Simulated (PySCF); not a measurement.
Te(F)(iPr) (C3H7FTe), SMILES CC(C)[Te]F. Geometry: PBE0-D3(BJ)/def2-SVP. The structure was generated by enumeration, and PubChem lists no compound with its InChIKey, so it may never have been made. The def2 effective core potentials stand for the cores of Te; spin–orbit coupling is left out. One conformer was computed; it need not be the lowest.

Task: Give the equilibrium geometry at PBE0-D3(BJ)/def2-SVP (PySCF confirms it by a frequency run) as a Z-matrix. (Estimate from the structure and the level; the computed values follow.)

Result: One answer among several that fit: 
```
C
H 1 1.1006
C 1 1.5151 2 110.19
H 3 1.0993 1 111.06 2 61.62
H 3 1.1013 4 108.16 1 -122.25
H 3 1.1037 4 108.26 5 -117.03
C 1 1.5185 2 109.97 3 -126.81
H 7 1.1019 1 112.49 2 -55.19
H 7 1.1020 8 108.42 1 123.83
H 7 1.1027 8 107.11 9 115.53
Te 1 2.1746 2 104.35 3 117.56
F 11 1.9541 1 92.59 2 -71.00
```
